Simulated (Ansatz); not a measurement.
# Nudged elastic band run: C₂H₈FOPSi

input.yaml

```yaml
crystal:
  periodic: [false, false, false]
  atoms:
    - { symbol: C, position_ang: [-0.144554, -1.506829, 1.640272] }
    - { symbol: O, position_ang: [-0.723254, -0.970883, 0.47733] }
    - { symbol: Si, position_ang: [0.080488, 0.020233, -0.587166] }
    - { symbol: P, position_ang: [-1.397167, 0.432433, -2.240809] }
    - { symbol: C, position_ang: [0.51556, 1.666097, 0.250351] }
    - { symbol: F, position_ang: [1.42665, 1.435119, 1.269709] }
    - { symbol: H, position_ang: [0.704165, -2.174752, 1.403137] }
    - { symbol: H, position_ang: [-0.906251, -2.098575, 2.170274] }
    - { symbol: H, position_ang: [0.222745, -0.717603, 2.318551] }
    - { symbol: H, position_ang: [1.355531, -0.629157, -1.03031] }
    - { symbol: H, position_ang: [-1.328454, -0.906879, -2.73231] }
    - { symbol: H, position_ang: [-0.376236, 0.90084, -3.127548] }
    - { symbol: H, position_ang: [-0.391524, 2.128942, 0.679346] }
    - { symbol: H, position_ang: [0.949302, 2.391813, -0.461929] }
basis:
  gaussian: { orbitals: def2-SVP }
hamiltonian:
  xc: pbe0
  dispersion: d4
neb:
  order_check: false
  images: 7
  f_tol: 0.05
  max_iterations: 10
  initial_path: idpp
  final_atoms:
    - { symbol: C, position_ang: [-0.05955813, -1.57598899, 1.68192232] }
    - { symbol: O, position_ang: [-0.70413262, -0.98987431, 0.58597663] }
    - { symbol: Si, position_ang: [0.03535357, -0.02370731, -0.54782528] }
    - { symbol: P, position_ang: [-1.54838544, 0.40256349, -2.0858184] }
    - { symbol: C, position_ang: [0.60481245, 1.63908453, 0.16939296] }
    - { symbol: F, position_ang: [-0.47937857, 2.43901189, 0.46210022] }
    - { symbol: H, position_ang: [0.85443719, -2.12411901, 1.38507725] }
    - { symbol: H, position_ang: [-0.74664973, -2.29396281, 2.1548655] }
    - { symbol: H, position_ang: [0.22279089, -0.8274342, 2.44493297] }
    - { symbol: H, position_ang: [1.26954909, -0.71101086, -1.0588489] }
    - { symbol: H, position_ang: [-1.28546062, -0.79647891, -2.81823588] }
    - { symbol: H, position_ang: [-0.64023171, 1.17801766, -2.87471903] }
    - { symbol: H, position_ang: [1.25706986, 2.16094234, -0.55618156] }
    - { symbol: H, position_ang: [1.20678477, 1.49375549, 1.08625919] }
```

Command:

```bash
$ ansatz run input.yaml --threads 2 --pin off --max-ram 3072MiB --backend cpu --events-out ev --progress --plain --runs-dir out
```

Output, in part (warnings, iteration lines, the closing report on the highest movable image, with atoms numbered from 0):

```
NEB end point (image 0): max|allowed force component| = 1.132e-2 eV/Å (the criterion of neb.relax_end_points is 1.000e-2)
NEB end point (image 8): max|allowed force component| = 1.146e-2 eV/Å (the criterion of neb.relax_end_points is 1.000e-2)
NEB iter   1: max|band force component| = 2.231e0 eV/Å  barrier→ = 0.3680 eV  barrier← = 0.3215 eV  Δτ_max = 0.2000 Å  (238 SCF iters)
NEB iter   2: max|band force component| = 5.990e-1 eV/Å  barrier→ = 0.1547 eV  barrier← = 0.1082 eV  Δτ_max = 0.1104 Å  (195 SCF iters)
NEB iter   3: max|band force component| = 2.880e-1 eV/Å  barrier→ = 0.1291 eV  barrier← = 0.0827 eV  CI = image 4  Δτ_max = 0.0709 Å  (201 SCF iters)
NEB iter   4: max|band force component| = 1.258e-1 eV/Å  barrier→ = 0.1187 eV  barrier← = 0.0723 eV  CI = image 4  Δτ_max = 0.1205 Å  (201 SCF iters)
NEB iter   5: max|band force component| = 1.160e-1 eV/Å  barrier→ = 0.1173 eV  barrier← = 0.0709 eV  CI = image 4  Δτ_max = 0.0599 Å  (202 SCF iters)
NEB iter   6: max|band force component| = 7.353e-2 eV/Å  barrier→ = 0.1171 eV  barrier← = 0.0706 eV  CI = image 4  Δτ_max = 0.0507 Å  (201 SCF iters)
NEB iter   7: max|band force component| = 3.844e-2 eV/Å  barrier→ = 0.1169 eV  barrier← = 0.0705 eV  CI = image 4  Δτ_max = 0.0000 Å  (379 SCF iters)
Total energy: -24110.50407560 eV, -886.0446820917 hartree
Atom 0 at     0.301370    -1.562351     1.583735 Å, force    -0.010608    -0.004245     0.001298 eV/Å
Atom 1 at    -0.548894    -1.039910     0.593810 Å, force     0.014734    -0.001181    -0.002244 eV/Å
Atom 2 at    -0.057888     0.006024    -0.595409 Å, force    -0.000801     0.003252     0.003855 eV/Å
Atom 3 at    -1.876646     0.392113    -1.866810 Å, force     0.003660    -0.005097     0.003444 eV/Å
Atom 4 at     0.512628     1.664295     0.185927 Å, force    -0.003347     0.009077    -0.007596 eV/Å
Atom 5 at     0.417764     1.589689     1.562611 Å, force     0.001327    -0.002648     0.009427 eV/Å
Atom 6 at     1.168012    -2.090298     1.143826 Å, force    -0.000743    -0.000060     0.000637 eV/Å
Atom 7 at    -0.266878    -2.287729     2.184986 Å, force    -0.000038     0.000409    -0.000136 eV/Å
Atom 8 at     0.674963    -0.769577     2.251792 Å, force     0.000238     0.002453     0.000950 eV/Å
Atom 9 at     1.088711    -0.588514    -1.360188 Å, force    -0.001312     0.000048    -0.001380 eV/Å
Atom 10 at    -1.772868    -0.849407    -2.565840 Å, force    -0.001591     0.001402    -0.003352 eV/Å
Atom 11 at    -1.098426     1.097806    -2.840370 Å, force    -0.001262     0.003684     0.002717 eV/Å
Atom 12 at    -0.111741     2.507426    -0.161912 Å, force    -0.000138    -0.002756    -0.006072 eV/Å
Atom 13 at     1.556894     1.901231    -0.087260 Å, force    -0.000120    -0.004339    -0.001547 eV/Å
Dipole moment:     0.374399    -0.022004    -0.252343 e Å
```

The run converged. Another band between the same ends (7 images) ends at a top of the same energy, where a vibrational analysis finds 1 clearly imaginary mode.

Final band (atoms are numbered from 1 in the order of the input):

| image | path coordinate (Å) | energy (eV) | dihedral O2–Si3–C5–H13 (°) |
| --- | --- | --- | --- |
| 0 | 0.00 | 0.000 | -54 |
| 1 | 0.54 | 0.015 | -68 |
| 2 | 1.08 | 0.057 | -85 |
| 3 | 1.62 | 0.100 | -101 |
| 4 | 2.16 | 0.117 | -118 |
| 5 | 2.88 | 0.091 | -141 |
| 6 | 3.60 | 0.054 | -163 |
| 7 | 4.33 | 0.049 | 179 |
| 8 | 5.05 | 0.046 | 169 |

Time of the run: 4.4 min on 2 threads of Arm Neoverse V1, with other jobs on the host, peak memory 0.34 GiB.
